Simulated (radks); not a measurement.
Results of a calculation; reference values are marked as such.
The nuclear charge of neutral cerium is varied continuously with 58 electrons held in [Xe] 4f1 5d1 6s2. Code: a radial shooting solver on a logarithmic mesh with Libxc functionals. Model: Dirac Kohn-Sham, LDA (Slater exchange, Perdew-Wang correlation), spin-unpolarised, spherical densities, finite nucleus; open shells are shared between the two j in proportion to 2j + 1; Fermi nuclear charge, rms radius 4.8771 fm. By the Hellmann-Feynman theorem dE/dZ = E(electron-nucleus)/Z, the electronic potential at the nucleus (averaged over a nucleus of fixed radius).

| Z | E (hartree) | E(electron-nucleus)/Z (hartree) | HOMO | e(HOMO) (eV) | <r> HOMO (bohr) |
|---|---|---|---|---|---|
| 57.75 | -8765.4486 | -369.806 | 5d5/2 | -1.437 | 3.234 |
| 58 | -8858.1869 | -372.100 | 5d5/2 | -3.099 | 2.977 |
| 58.25 | -8951.4984 | -374.392 | 5d5/2 | -4.956 | 2.789 |
| 58.5 | -9045.3828 | -376.683 | 6s1/2 | -6.851 | 3.927 |
| 58.75 | -9139.8401 | -378.975 | 6s1/2 | -8.495 | 3.773 |
| 59 | -9234.8705 | -381.269 | 6s1/2 | -10.236 | 3.637 |

The central difference of E at Z = 58 is -372.100 hartree, to compare with the third column; the second derivative is -9.17 hartree.
